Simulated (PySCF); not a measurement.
Geometry (Å), atoms numbered from 1 in this order:
```xyz
11

F    -1.185   -0.285   -1.532
C    -1.415   -0.046   -0.225
F    -1.721    1.262   -0.091
C    -0.186   -0.333    0.611
F    -0.062   -1.695    0.779
Si    1.453    0.364   -0.092
Cl    2.124   -0.849   -1.612
H    -2.275   -0.662    0.094
H    -0.366    0.130    1.599
H     1.243    1.750   -0.585
H     2.453    0.331    1.009
```

Geometry: PBE0-D3(BJ)/def2-SVP; GIAO shifts from PySCF, gas phase, non-relativistic, averaged over equivalent atoms.

At BLYP/pcSseg-1 (153 basis functions, 25 s wall time on 1 thread of an Arm Neoverse V1, shared host):
```json
{"atoms": "F1", "δ (ppm)": "-144.7"}
{"atoms": "F3", "δ (ppm)": "-153.5"}
{"atoms": "F5", "δ (ppm)": "-270.3"}
{"atoms": "C2", "δ (ppm)": "125.4"}
{"atoms": "C4", "δ (ppm)": "93.7"}
{"atoms": "Si6", "δ (ppm)": "-18.1"}
{"atoms": "Cl7", "δ (ppm)": "-63.0"}
{"atoms": "H8", "δ (ppm)": "6.40"}
{"atoms": "H10", "δ (ppm)": "5.28"}
{"atoms": "H11", "δ (ppm)": "5.17"}
{"atoms": "H9", "δ (ppm)": "4.38"}
```

Shifts are taken against calculated references (same method and geometry level): CFCl3 for $^{19}$F (145.46 ppm); $^{13}$C (175.31 ppm) and $^{29}$Si (323.46 ppm) and $^{1}$H (31.36 ppm) vs TMS; $^{35}$Cl (920.86 ppm) against HCl.

What do these become at PBE0/def2-TZVP?

## Answers


| atoms | δ at PBE0/def2-TZVP | change |
| --- | --- | --- |
| F1 | -129.6 | +15.1 |
| F3 | -139.7 | +13.8 |
| F5 | -253.8 | +16.5 |
| C2 | 120.1 | -5.3 |
| C4 | 89.4 | -4.3 |
| Si6 | -20.9 | -2.8 |
| Cl7 | -64.1 | -1.1 |
| H8 | 6.10 | -0.30 |
| H10 | 5.57 | +0.29 |
| H11 | 5.43 | +0.26 |
| H9 | 4.42 | +0.04 |

Chemical shifts δ = σref − σ; $^{19}$F (σ = 178.85 ppm) vs CFCl3; TMS for $^{13}$C (σ = 186.65 ppm), $^{29}$Si (σ = 331.56 ppm), $^{1}$H (σ = 31.48 ppm); $^{35}$Cl (σ = 932.72 ppm) vs HCl, all at this level.

The largest change is at F5 (fluorine on an sp3 carbon). Cost: 253 basis functions, 53 s wall time on 1 thread of an Arm Neoverse V1, shared host.

Unscaled 19F shifts against computed CFCl3 carry errors that often reach 10 to 50 ppm.
